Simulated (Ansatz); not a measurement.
CH₃GeNS⁻, that is Ge(NCS)H3 with one electron more. Total charge -1; doublet. Geometry PBE-D4/def2-SVP, that of the neutral singlet; atoms count from 1.

Cartesian coordinates in Å:
```
Ge -0.208 0.518 1.020
N 0.098 -0.299 -0.591
C 0.330 -0.836 -1.646
S 0.631 -1.544 -3.036
H 0.636 -0.232 2.077
H -1.723 0.400 1.305
H 0.235 1.992 0.872
```

The highest occupied level of the charge -1 doublet lies above zero (up to 1.86 eV). By energy differences it is unbound by 0.84 eV (vertical, against the charge 0 singlet, at PBE0-D4/def2-TZVPD) and held by the finite basis.

**Question.** Estimate the Mulliken populations from the PBE0/def2-TZVPD orbitals of Ansatz.

**Answer.** 
```tsv
atom	charge (e)	spin (α − β)
Ge1	-0.25	0.22
N2	-0.04	-0.11
C3	-0.93	1.35
S4	0.00	-0.47
H5	0.07	0.01
H6	0.07	0.00
H7	0.07	0.00
```
Mulliken values depend strongly on the basis. With diffuse functions, as here, like atoms can get unlike values, and bond orders can come out too low or too high.

**Question.** Where does the spin sit?

**Answer.** Summed by element: Ge 0.22, N -0.11, C 1.35, S -0.47, H 0.01, of 1 unpaired in all. Largest on single atoms: C3 1.35, S4 -0.47, Ge1 0.22.

**Question.** And the Mayer bond orders between heavy atoms (over 0.3)?

**Answer.** Ge1–N2 1.05 (1.83 Å); Ge1–C3 0.86 (3.04 Å); N2–C3 1.31 (1.21 Å); N2–S4 0.51 (2.79 Å).
